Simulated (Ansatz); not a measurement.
`FC(F)(F)[Si](F)(F)F` → `F[Si](F)(F)F` + `F[C]F`  (difluorocarbene loss)

Calculated with Ansatz (gas phase, PBE0-D4/def2-TZVP geometries, no zero-point term in ΔE). CBS: MP2 limit from def2 TZ/QZ plus the TZ coupled-cluster correction, frozen cores. This one scheme is used for every species. DFT in def2-TZVPP.

```json
{"species": "`FC(F)(F)[Si](F)(F)F`", "ωB97M-V energy (Eh)": "-927.01341"}
{"species": "`F[Si](F)(F)F`", "ωB97M-V energy (Eh)": "-689.23762"}
{"species": "`F[C]F`", "ωB97M-V energy (Eh)": "-237.75391"}
```

Task: Work out ΔE.

Result: ΔE = (-689.23762) + (-237.75391) − (-927.01341) = 0.02188 Eh = +0.60 eV. CCSD(T)/CBS gives +0.49 eV.

Largest T1 diagnostic among the species: 0.017.

At CCSD(T), def2-SVP lies +0.28 eV from the extrapolated value and def2-TZVPP −0.02 eV. From BLYP to BHLYP (50 % exact exchange), in def2-TZVPP and without D4, ΔE moves by +0.11 eV.
